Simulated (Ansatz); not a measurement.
`N[SiH](S)CCl` and `N[SiH](N)S` differ in one atom or group.

Ansatz, PBE0-D4/def2-TZVP geometries, multiplicity 1. Each molecule was computed in one conformer, which needn't be the lowest.

```
                                          property  `N[SiH](S)CCl`
                LUMO energy (PBE0/def2-TZVPP) / eV            0.04
                HOMO energy (PBE0/def2-TZVPP) / eV           -7.27
             HOMO energy (ωB97M-V/def2-TZVPP) / eV           -9.50
size of the dipole moment (ωB97M-V/def2-TZVPP) / D            1.27
               LUMO energy (B3LYP/def2-TZVPP) / eV           -0.20
               HOMO–LUMO gap (PBE/def2-TZVPP) / eV            5.02
```

Task: What does the change do to each property? (An estimate is asked.)

Result: Computed: 
| property | `N[SiH](N)S` | shift |
| --- | --- | --- |
| LUMO energy (PBE0/def2-TZVPP) / eV | 0.64 | 0.60 |
| HOMO energy (PBE0/def2-TZVPP) / eV | -7.06 | 0.21 |
| HOMO energy (ωB97M-V/def2-TZVPP) / eV | -9.28 | 0.22 |
| size of the dipole moment (ωB97M-V/def2-TZVPP) / D | 1.50 | 0.23 |
| LUMO energy (B3LYP/def2-TZVPP) / eV | 0.34 | 0.54 |
| HOMO–LUMO gap (PBE/def2-TZVPP) / eV | 5.53 | 0.51 |

With PBE0 the HOMO rises by 0.21 eV and the LUMO rises by 0.60 eV, so the gap widens by about 0.39 eV. PBE moves the HOMO by 0.21 eV and ωB97M-V by 0.22 eV. Dipoles are sizes alone; their direction can turn.

B3LYP here is the variant with VWN-RPA as its local correlation; programs differ in this.
